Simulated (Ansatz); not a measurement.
# One elementary step

Start structure (ZnHBrCl$_{2}$, closed shell), relaxed at PBE0-D4/def2-TZVP:

Zn1  (-0.730, 0.529, -0.492)
Cl2  (0.389, 2.099, 0.384)
Cl3  (-2.180, -0.546, -1.577)
H4  (1.656, -0.534, 1.150)
Br5  (0.865, -1.549, 0.535)
(Å)

The step: ZnCl₂ + HBr → ZnBrCl + HCl (still joined by a long Zn–Cl bond); bonds formed: Cl2–H4; dative contacts that become bonds: Zn1–Br5; bonds broken: H4–Br5; bonds weakened to dative contacts: Zn1–Cl2. Ansatz 0.2.0; basis: def2-TZVPP and def2-QZVPP; cores frozen in the correlated methods. The 3s and 3p shells of Cu and Zn are frozen; filled d shells are correlated. The def2 sets are not built for correlating such inner shells, so the correlated values are less sure here. Extrapolation: Hartree–Fock as exp(−7.88 √X), correlation as X^−2.97. Energies below are by CCSD(T) at an estimated basis limit (MP2 extrapolated from triple and quadruple zeta, plus CCSD(T) − MP2 in triple zeta).

**Question.** What are the electronic barrier and the energy of the step, from the start structure to the end structure? (Judge from chemistry; the value comes from the calculation.)

**Answer.** The calculation gives: Barrier 29.8 kJ/mol; step energy -14.8 kJ/mol (downhill); reverse barrier, their difference, 44.6 kJ/mol. Barrier and step energy count from the start structure, the reverse barrier from the end structure.

The saddle point: One imaginary mode of 322i cm⁻¹.
```json
{"pair": "Zn1–Br5", "start (Å)": "2.81", "saddle (Å)": "2.50", "end (Å)": "2.26"}
{"pair": "Cl2–H4", "start (Å)": "3.02", "saddle (Å)": "1.66", "end (Å)": "1.29"}
{"pair": "Zn1–Cl2", "start (Å)": "2.12", "saddle (Å)": "2.27", "end (Å)": "2.70"}
{"pair": "H4–Br5", "start (Å)": "1.43", "saddle (Å)": "1.64", "end (Å)": "2.93"}
```

Zero-point energy (harmonic, PBE0-D4): ZPE is 25.8 kJ/mol at the start and 20.3 kJ/mol at the saddle, so the barrier goes from 29.8 to 24.3 kJ/mol.

T1 diagnostic: at most 0.011.

For scale, one of the runs: CCSD(T)/def2-TZVPP, 210 basis functions, launched by `ansatz run in.yaml --threads 8 --pin off --events-out ev --progress --plain --max-ram 19148MiB`. The run took 81 s on 8 CPU threads of an Intel Xeon (shared host), with 2.8 GiB of host memory at its peak.
